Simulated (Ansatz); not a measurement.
`[SiH3][SnH]([Cl])[Cl]` + `CO[SiH2][SiH3]` → `[SiH3][SnH2][Cl]` + `CO[SiH]([SiH3])Cl` at 500 K and 1 bar (redistribution).

Isolated molecules relaxed with PBE0-D4/def2-TZVP in Ansatz; ΔE leaves out vibrations. CBS: MP2 limit from def2 TZ/QZ plus the TZ coupled-cluster correction, frozen cores. Elements past krypton have def2 core potentials. For Sn outer-core shells are correlated without core-valence functions, which leaves a few kJ/mol of doubt a bond. Each species was taken in one conformer, which may not be the lowest.

| species | CCSD(T)/CBS energy (Eh) | H − E (kJ/mol) | S (J/(mol·K)) |
| --- | --- | --- | --- |
| `[SiH3][SnH]([Cl])[Cl]` | -1425.15460 | 137.6 | 452.8 |
| `CO[SiH2][SiH3]` | -696.20864 | 271.2 | 431.8 |
| `[SiH3][SnH2][Cl]` | -965.91856 | 146.3 | 410.8 |
| `CO[SiH]([SiH3])Cl` | -1155.45034 | 261.0 | 468.7 |

H − E and S are ideal-gas, rigid-rotor, harmonic terms from PBE0-D4/def2-TZVP, for one conformer and one mirror image of each species. 1 Eh = 2625.50 kJ/mol, R = 8.31446 J/(mol·K).

Q: By hand: ΔE, ΔH, ΔS and ΔG.

A: ΔE = (-965.91856) + (-1155.45034) − (-1425.15460) − (-696.20864) = -0.00566 Eh = -14.9 kJ/mol. Δ(H − E) = 146.3 + 261.0 − 137.6 − 271.2 = -1.5, so ΔH = -16.4 kJ/mol. ΔS = 410.8 + 468.7 − 452.8 − 431.8 = -5.1 J/(mol·K). ΔG = -16.4 − 500 × (-5.1)/1000 = -13.8 kJ/mol.

Q: By hand: the equilibrium constant, and the temperature at which ΔG would vanish if ΔH and ΔS stayed fixed.

A: log₁₀ K = −ΔG/(RT ln 10) = 1.4. ΔG = 0 at ΔH/ΔS = 3216 K, far beyond where these terms or the molecules hold.

The number of gas molecules stays the same, so ΔS is small and ΔH decides. A doubt of 5 kJ/mol in ΔE shifts log₁₀ K by 0.5 here. Other conformers and mirror images would add mixing entropy, several J/(mol·K) or more a flexible species. These are equilibria of isolated gas molecules and say nothing of rates. Largest T1 diagnostic: 0.012 (customary marks: 0.02 for closed shells, 0.045 for open ones).
